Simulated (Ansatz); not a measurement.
A calculation with Ansatz (development build ahead of 0.2.0).

```yaml
crystal:
  periodic: [false, false, false]
  atoms:
    - { symbol: H, position_ang: [1.976, 0.0, 0.3848] }
    - { symbol: H, position_ang: [0.988, 1.71127, 0.3848] }
    - { symbol: H, position_ang: [-0.988, 1.71127, 0.3848] }
    - { symbol: H, position_ang: [-1.976, 0.0, 0.3848] }
    - { symbol: H, position_ang: [-0.988, -1.71127, 0.3848] }
    - { symbol: H, position_ang: [0.988, -1.71127, 0.3848] }
    - { symbol: H, position_ang: [1.976, 0.0, -0.3848] }
    - { symbol: H, position_ang: [0.988, 1.71127, -0.3848] }
    - { symbol: H, position_ang: [-0.988, 1.71127, -0.3848] }
    - { symbol: H, position_ang: [-1.976, 0.0, -0.3848] }
    - { symbol: H, position_ang: [-0.988, -1.71127, -0.3848] }
    - { symbol: H, position_ang: [0.988, -1.71127, -0.3848] }
basis:
  gaussian: { orbitals: "6-31G" }
hamiltonian:
  xc: hf
correlation:
  method: mp2
  frozen_orbitals: { H: 0 }
output:
  forces: true
```

The input is written out in the form of the current development build from the run's settings.

Output:

```yaml
Converged: yes
Reference_energy: -6.66370 hartree
Correlation_energy: -0.11305 hartree
Total_energy: -6.77675 hartree
```

Forces (eV/Å):
```csv
atom,Fx,Fy,Fz
H1,0.621,0.000,-1.608
H2,0.310,0.538,-1.608
H3,-0.310,0.538,-1.608
H4,-0.621,0.000,-1.608
H5,-0.310,-0.538,-1.608
H6,0.310,-0.538,-1.608
H7,0.621,0.000,1.608
H8,0.310,0.538,1.608
H9,-0.310,0.538,1.608
H10,-0.621,0.000,1.608
H11,-0.310,-0.538,1.608
H12,0.310,-0.538,1.608
```
